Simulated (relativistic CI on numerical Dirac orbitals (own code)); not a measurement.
## Inner-shell lines of Fe XIII

Computed by Dirac-Coulomb-Breit CI, orbitals from a KLI potential per configuration, QED by a radiative potential, valence Slater integrals scaled by 0.85 (own radial code, finite nucleus).

Configurations in the expansion (outside the closed core 1s2 2p6): 2s²3s²3p², 2s3s²3p³, 2s3s²3p²4p, 2s3s3p³4p, 2s²3s3p³, 2s3s3p⁴. Levels of other configurations are missing.

The table holds the strongest lines. The upper levels have an inner-shell vacancy. Auger decay, open to those above the ionisation limit, is not computed, and radiative decays to configurations outside the model are missing too. Absolute energies can be off by a few tenths of a per cent, so close lines can change order. LS names give the leading component, which can be well under half, for lower levels too. Brackets number the levels in order of energy.

```csv
λ (Å),Upper,Lower,A (s⁻¹),gA (s⁻¹)
14.5762,2s3s3p⁴ ¹D2 [36],2s²3s3p³ ¹D°2 [13],3.20e+12,1.60e+13
14.563,2s3s²3p³ ³S°1 [17],2s²3s²3p² ³P2 [3],5.35e+12,1.61e+13
14.5606,2s3s²3p³ ¹P°1 [25],2s²3s²3p² ¹S0 [5],3.36e+12,1.01e+13
14.5502,2s3s3p⁴ ³P2 [29],2s²3s3p³ ³D°3 [9],4.57e+12,2.28e+13
14.5463,2s3s²3p³ ¹D°2 [21],2s²3s²3p² ¹D2 [4],5.50e+12,2.75e+13
14.5433,2s3s²3p³ ³S°1 [17],2s²3s²3p² ³P1 [2],3.47e+12,1.04e+13
14.5233,2s3s²3p³ ³S°1 [17],2s²3s²3p² ³P0 [1],2.05e+12,6.16e+12
14.5134,2s3s²3p³ ³D°3 [20],2s²3s²3p² ³P2 [3],2.45e+12,1.71e+13
14.5015,2s3s²3p³ ³D°2 [19],2s²3s²3p² ³P1 [2],2.55e+12,1.28e+13
14.4929,2s3s²3p³ ³P°2 [24],2s²3s²3p² ¹D2 [4],2.12e+12,1.06e+13
14.4856,2s3s²3p³ ¹D°2 [21],2s²3s²3p² ³P2 [3],2.04e+12,1.02e+13
14.4675,2s3s²3p³ ¹P°1 [25],2s²3s²3p² ¹D2 [4],4.70e+12,1.41e+13
14.4568,2s3s3p⁴ ⁵P3 [26],2s²3s3p³ ⁵S°2 [6],2.70e+12,1.89e+13
14.4543,2s3s3p⁴ ³D3 [34],2s²3s3p³ ³D°3 [9],3.60e+12,2.52e+13
14.4482,2s3s3p⁴ ³D2 [33],2s²3s3p³ ³D°2 [7],2.69e+12,1.35e+13
14.4362,2s3s3p⁴ ⁵P2 [27],2s²3s3p³ ⁵S°2 [6],2.66e+12,1.33e+13
14.4248,2s3s3p⁴ ⁵P1 [28],2s²3s3p³ ⁵S°2 [6],2.63e+12,7.88e+12
11.9829,2s3s3p³4p ⁵P3 [87],2s²3s3p³ ⁵S°2 [6],1.17e+12,8.18e+12
11.9456,2s3s²3p²4p ³D°3 [58],2s²3s²3p² ³P2 [3],1.11e+12,7.76e+12
11.939,2s3s²3p²4p ¹F°3 [71],2s²3s²3p² ¹D2 [4],1.40e+12,9.81e+12
```
